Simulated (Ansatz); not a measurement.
Geometry optimisation, RKS PBE-D4/def2-SVP in Ansatz.

input.yaml

```yaml
crystal:
  periodic: [false, false, false]
  atoms:
    - { symbol: C, position_ang: [0.4977, -1.8134, 0.059] }
    - { symbol: Si, position_ang: [0.6336, 0.0837, -0.0211] }
    - { symbol: C, position_ang: [0.9764, 0.6268, -1.7827] }
    - { symbol: C, position_ang: [-0.8231, 0.9557, 0.6034] }
    - { symbol: "N", position_ang: [-1.2457, 0.5407, 1.9434] }
    - { symbol: F, position_ang: [-1.9519, 0.6067, -0.1725] }
    - { symbol: H, position_ang: [-0.3798, -2.0931, -0.5472] }
    - { symbol: H, position_ang: [1.3825, -2.2464, -0.3487] }
    - { symbol: H, position_ang: [0.2993, -2.0927, 1.1173] }
    - { symbol: H, position_ang: [1.8167, 0.4588, 0.8384] }
    - { symbol: H, position_ang: [1.9069, 0.1409, -2.119] }
    - { symbol: H, position_ang: [1.1774, 1.716, -1.8011] }
    - { symbol: H, position_ang: [0.1365, 0.3911, -2.4559] }
    - { symbol: H, position_ang: [-0.8106, 2.0434, 0.5683] }
    - { symbol: H, position_ang: [-0.65008, -0.226, 2.28269] }
    - { symbol: H, position_ang: [-1.09955, 1.33146, 2.61385] }
basis:
  gaussian: { orbitals: def2-SVP }
hamiltonian:
  xc: pbe
  dispersion: d4
relax:
  f_tol: 0.015
  max_steps: 40
output:
  orbitals: {}
```

Command:

```bash
$ ansatz run input.yaml --threads 2 --pin off --max-ram 3072MiB --backend cpu --events-out ev --progress --plain --runs-dir out
```

Question: Where does it end, and by what steps?

Answer: It converged. After 13 steps the energy has fallen by 0.640 eV; H16 moved furthest, 0.75 Å.

```tsv
step	energy less start (eV)	largest force component (eV/Å)	accepted
0	0.0000	3.074	yes
1	-0.3473	1.233	yes
2	-0.4158	0.418	yes
3	-0.4218	0.491	yes
4	-0.4427	0.175	yes
5	-0.4635	0.328	yes
6	-0.4942	0.967	yes
7	-0.6077	0.596	yes
8	-0.6306	0.298	yes
9	-0.6373	0.109	yes
10	-0.6384	0.077	yes
11	-0.6394	0.038	yes
12	-0.6397	0.029	yes
13	-0.6398	0.013	yes
```

```xyz
16
Properties=species:S:1:pos:R:3
C 0.533 -1.746 0.142
Si 0.832 0.114 -0.029
C 0.958 0.620 -1.841
C -0.686 1.012 0.738
N -0.969 0.606 2.058
F -1.768 0.738 -0.194
H -0.447 -2.013 -0.304
H 1.319 -2.325 -0.384
H 0.536 -2.072 1.202
H 2.078 0.513 0.722
H 1.749 0.051 -2.371
H 1.192 1.700 -1.939
H -0.012 0.435 -2.344
H -0.567 2.119 0.715
H -1.096 -0.408 2.146
H -1.786 1.078 2.464
```

Whether the end is a true minimum wasn't checked by a vibrational analysis.

Run time: 48 s on 2 threads of Intel(R) Xeon(R) 6975P-C (Granite Rapids), with other jobs on the host, peak memory 0.21 GiB.
